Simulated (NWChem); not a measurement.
System: C4H7Cl; SMILES C/C=C(\C)Cl

NWChem input:

```
start job
memory heap 200 mb stack 900 mb global 1100 mb
geometry units angstroms noautosym nocenter noautoz
  C      0.436884    -2.404801     0.000000
  C      0.733367    -0.931172     0.000000
  C     -0.161843     0.060178     0.000000
  C     -1.659168    -0.010662     0.000000
  Cl     0.439517     1.735775     0.000000
  H      0.881420    -2.886689     0.880934
  H     -0.632712    -2.628828     0.000000
  H      0.881420    -2.886689    -0.880934
  H      1.787163    -0.661221     0.000000
  H     -2.070851     0.492657     0.882745
  H     -2.070851     0.492657    -0.882745
  H     -2.007009    -1.046827     0.000000
end
basis spherical
  * library def2-svp
end
dft
  xc m06-2x
  iterations 150
end
cosmo
  do_cosmo_smd true
  solvent water
end
task dft energy
```

All runs use the structure optimised with B3LYP/6-31G* (spherical d). Solvent: water.

Level: M06-2X/def2-SVP with SMD (1 M gas to 1 M solution), gas-phase geometry.

Predict the main results of this run. (M06-2X/def2-SVP, SMD on the gas-phase geometry.) Quantities: solvation free energy (kcal/mol); cavity-dispersion-structure term (kcal/mol); dipole in solution (D).


```yaml
solvation free energy (kcal/mol): 0.1
cavity-dispersion-structure term (kcal/mol): 3.2
dipole in solution (D): 2.70
```
